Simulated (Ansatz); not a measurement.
**How basis sets differ on SiAsNH6 (SMILES N[AsH][SiH3])**

SiAsNH6 has 9 atoms, charge 0, and is taken as a singlet. SMILES: `N[AsH][SiH3]`. The shape is that of a PBE0-D4/def2-TZVP optimisation. This is one conformer, not always the lowest.

Each level gives the HOMO–LUMO gap (eV). The values are calculated.

```tsv
level	kind	program	value (eV)
HF/STO-3G	Hartree–Fock	Ansatz	16.50
HF/3-21G	Hartree–Fock	Ansatz	12.79
HF/def2-SVP	Hartree–Fock	Ansatz	12.87
HF/6-311G**	Hartree–Fock	Ansatz	12.37
HF/def2-TZVP	Hartree–Fock	Ansatz	12.27
```

All-electron rows without a relativistic Hamiltonian named are non-relativistic. The values span 12.27 to 16.50 eV. A Hartree–Fock LUMO above zero doesn't converge with the basis: it sinks as sets grow more diffuse. Orbital gaps aren't excitation energies.
